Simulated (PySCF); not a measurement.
# Potassium: a sound run and one with changed settings

Sound run: K+ [Ar], K(2+) [Ne] 3s2 3p5. All numbers are calculated (PySCF 2.14, scalar relativity by spin-free X2C-1e, in Sapporo-DKH3-DZP-2012). In the sound run the correlated levels freeze [Ne] 3s2. The sound run starts from symmetry-adapted Hartree-Fock orbitals and uses a fine grid where one is needed.

Changed run: initial guess atom, at most 50 SCF cycles.

```json
{"species": "K+", "method": "UHF", "sound run (hartree)": "-601.29717", "changed run (hartree)": "-601.29717", "converged": "yes"}
{"species": "K+", "method": "BP86", "sound run (hartree)": "-602.11368", "changed run (hartree)": "-602.11368", "converged": "yes"}
{"species": "K+", "method": "CCSD(T)", "sound run (hartree)": "-601.44992", "changed run (hartree)": "-601.44992", "converged": "yes"}
{"species": "K(2+)", "method": "M06-2X", "sound run (hartree)": "-600.89953", "changed run (hartree)": "-600.89953", "converged": "yes"}
{"species": "K(2+)", "method": "MP2", "sound run (hartree)": "-600.27240", "changed run (hartree)": "-600.27240", "converged": "yes"}
```

Here the plain start reaches the same solutions.
